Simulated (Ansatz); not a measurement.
`[F][GaH][O][SiH3]` + H₂O → `[OH][GaH][F]` + `O[SiH3]` at 500 K and 1 bar (formal hydrolysis of a Ga–O bond).

Gas-phase electronic energies from Ansatz, PBE0-D4/def2-TZVP geometries. CCSD(T)/CBS adds triple-zeta CCSD(T) − MP2 to the extrapolated MP2 energy (def2 sets, frozen cores). This one scheme is used for every species. For Ga outer-core shells are correlated without core-valence functions, which leaves a few kJ/mol of doubt a bond. Scalar relativity is left out up to krypton. One conformer a species, not always the lowest.

```tsv
species	CCSD(T)/CBS energy (Eh)	H − E (kJ/mol)	S (J/(mol·K))
`[F][GaH][O][SiH3]`	-2390.49581	143.9	417.4
H₂O	-76.37941	73.2	206.3
`[OH][GaH][F]`	-2100.17635	88.0	326.9
`O[SiH3]`	-366.69042	127.5	292.9
```

H − E and S are ideal-gas, rigid-rotor, harmonic terms from PBE0-D4/def2-TZVP, for one conformer and one mirror image of each species. 1 Eh = 2625.50 kJ/mol, R = 8.31446 J/(mol·K).

Question: By hand: ΔE, ΔH, ΔS and ΔG.

Answer: ΔE = (-2100.17635) + (-366.69042) − (-2390.49581) − (-76.37941) = 0.00845 Eh = 22.2 kJ/mol. Δ(H − E) = 88.0 + 127.5 − 143.9 − 73.2 = -1.6, so ΔH = 20.6 kJ/mol. ΔS = 326.9 + 292.9 − 417.4 − 206.3 = -3.9 J/(mol·K). ΔG = 20.6 − 500 × (-3.9)/1000 = 22.6 kJ/mol.

Question: By hand: the equilibrium constant, and the temperature at which ΔG would vanish if ΔH and ΔS stayed fixed.

Answer: log₁₀ K = −ΔG/(RT ln 10) = -2.4. ΔH and −TΔS have one sign here, so there is no such temperature. One of them is within its doubt of zero, so this could turn.

The number of gas molecules stays the same, so ΔS is small and ΔH decides. A doubt of 5 kJ/mol in ΔE shifts log₁₀ K by 0.5 here. Other conformers and mirror images would add mixing entropy, several J/(mol·K) or more a flexible species. Modes under 60 cm⁻¹, often nearly free rotors, make the harmonic entropy too high. These are equilibria of isolated gas molecules and say nothing of rates. Largest T1 diagnostic: 0.015 (customary marks: 0.02 for closed shells, 0.045 for open ones).
